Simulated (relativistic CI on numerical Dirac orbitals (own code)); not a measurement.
**Forbidden transitions in Ho⁹⁺**

Computed by Dirac-Coulomb-Breit CI, orbitals from a KLI potential per configuration, model QED, unscaled Slater integrals (own radial code, finite nucleus).

CI space (outside the closed core [Ar] 3d10 4p6 4d10): 4s2.4f9.5s2.5p, 4s2.4f10.5s2, 4s2.4f9.5s2.5d, 4s2.4f11.5s, 4s2.4f11.5p, 4s2.4f10.5s.5p, 4s2.4f10.5p2, 4s2.4f10.5s.5d, 4s2.4f9.5s2.6s, 4s2.4f10.5s.6p, 4s.4f11.5s2. The list is cut by size and lacks configurations that can hold low levels.

```csv
λ vac (nm),Lower,Upper,Type,A (s⁻¹),E lower (cm⁻¹),E upper (cm⁻¹)
326.60,4s2.4f9.5s2.5p 7G_7 [1],4s2.4f9.5s2.5p 5H_7 [26],M1,7.68e+01,0.0,30618.4
354.28,4s2.4f9.5s2.5p 7H_6 [2],4s2.4f9.5s2.5p 5F_5 [27],M1,3.54e+01,3132.0,31358.6
372.97,4s2.4f9.5s2.5p 7H_8 [3],4s2.4f9.5s2.5p 5H_7 [26],M1,8.20e+00,3806.6,30618.4
394.85,4s2.4f9.5s2.5p 7H_5 [4],4s2.4f9.5s2.5p 5F_5 [27],M1,1.79e+00,6032.4,31358.6
439.15,4s2.4f9.5s2.5p 7H_5 [4],4s2.4f9.5s2.5p 5D_4 [25],M1,1.41e+01,6032.4,28803.8
443.04,4s2.4f9.5s2.5p 7H_4 [5],4s2.4f9.5s2.5p 5F_5 [27],M1,1.67e+00,8787.5,31358.6
485.26,4s2.4f9.5s2.5p 7G_7 [1],4s2.4f9.5s2.5p 5G_6 [20],M1,1.66e+00,0.0,20607.4
520.61,4s2.4f9.5s2.5p 7I_7 [7],4s2.4f9.5s2.5p 5H_7 [26],M1,7.82e+00,11410.0,30618.4
520.89,4s2.4f9.5s2.5p 7D_5 [6],4s2.4f9.5s2.5p 5D_4 [25],M1,2.05e+01,9605.7,28803.8
572.23,4s2.4f9.5s2.5p 7H_6 [2],4s2.4f9.5s2.5p 5G_6 [20],M1,1.60e+00,3132.0,20607.4
608.88,4s2.4f9.5s2.5p 7I_6 [10],4s2.4f9.5s2.5p 5H_7 [26],M1,2.45e+00,14194.8,30618.4
635.87,4s2.4f9.5s2.5p 7D_4 [9],4s2.4f9.5s2.5p 5D_4 [25],M1,3.31e+00,13077.3,28803.8
686.10,4s2.4f9.5s2.5p 7H_5 [4],4s2.4f9.5s2.5p 5G_6 [20],M1,2.48e+00,6032.4,20607.4
749.11,4s2.4f9.5s2.5p 7H_5 [4],4s2.4f9.5s2.5p 5G_5 [18],M1,3.72e+00,6032.4,19381.5
872.54,4s2.4f9.5s2.5p 7H_4 [5],4s2.4f9.5s2.5p 7G_4 [19],M1,2.56e+00,8787.5,20248.3
876.42,4s2.4f9.5s2.5p 7G_7 [1],4s2.4f9.5s2.5p 7I_7 [7],M1,4.41e+00,0.0,11410.0
903.93,4s2.4f9.5s2.5p 7H_6 [2],4s2.4f9.5s2.5p 7I_6 [10],M1,6.48e+00,3132.0,14194.8
908.95,4s2.4f9.5s2.5p 7D_5 [6],4s2.4f9.5s2.5p 5G_6 [20],M1,5.57e+00,9605.7,20607.4
994.78,4s2.4f9.5s2.5p 7H_5 [4],4s2.4f9.5s2.5p 7G_5 [13],M1,5.21e+00,6032.4,16084.8
1076.5,4s2.4f9.5s2.5p 7H_4 [5],4s2.4f9.5s2.5p 7I_4 [16],M1,4.37e+00,8787.5,18076.4
1084.9,4s2.4f9.5s2.5p 7D_4 [9],4s2.4f9.5s2.5p 7D_3 [21],M1,3.50e+00,13077.3,22294.6
1087.3,4s2.4f9.5s2.5p 7I_7 [7],4s2.4f9.5s2.5p 5G_6 [20],M1,1.06e+01,11410.0,20607.4
1208.0,4s2.4f9.5s2.5p 7H_6 [2],4s2.4f9.5s2.5p 7I_7 [7],M1,4.39e+00,3132.0,11410.0
1225.1,4s2.4f9.5s2.5p 7H_5 [4],4s2.4f9.5s2.5p 7I_6 [10],M1,1.65e+00,6032.4,14194.8
1315.2,4s2.4f9.5s2.5p 7H_8 [3],4s2.4f9.5s2.5p 7I_7 [7],M1,1.35e+01,3806.6,11410.0
2627.0,4s2.4f9.5s2.5p 7G_7 [1],4s2.4f9.5s2.5p 7H_8 [3],M1,1.38e+00,0.0,3806.6
3192.8,4s2.4f9.5s2.5p 7G_7 [1],4s2.4f9.5s2.5p 7H_6 [2],M1,2.30e+00,0.0,3132.0
3447.8,4s2.4f9.5s2.5p 7H_6 [2],4s2.4f9.5s2.5p 7H_5 [4],M1,2.90e+00,3132.0,6032.4
3527.0,4s2.4f9.5s2.5p 7H_4 [5],4s2.4f9.5s2.5p 7H_3 [8],M1,3.42e+00,8787.5,11622.8
3629.6,4s2.4f9.5s2.5p 7H_5 [4],4s2.4f9.5s2.5p 7H_4 [5],M1,3.03e+00,6032.4,8787.5
```

Terms are leading LS components. Brackets give the number of a level in order of energy, since labels repeat. The list gives strong lines, with weight on those to low levels, among the lowest 400 of 9870 levels, so that lines to higher ones, which can be the strongest, are missing. Levels whose partners in the same complex of configurations lie outside the list can be far off, and so can their lines. Rates are taken at the computed energies, electric ones in the length gauge.

At this charge energies of transitions that change n are usually good to better than 1 %, and those within a shell (Δn = 0) to a few per cent. Terms inside the open d or f shell come out 10 to 20 % too wide with unscaled integrals. Levels and lines within the n = 5 or 6 shells can be off by up to 10 % or somewhat more, and those that change n by about 2 %, since core polarisation is missing.

LS names give the leading component of a level, which can be under half, so a name can repeat, a term be missing and a line seem to break the LS rules.
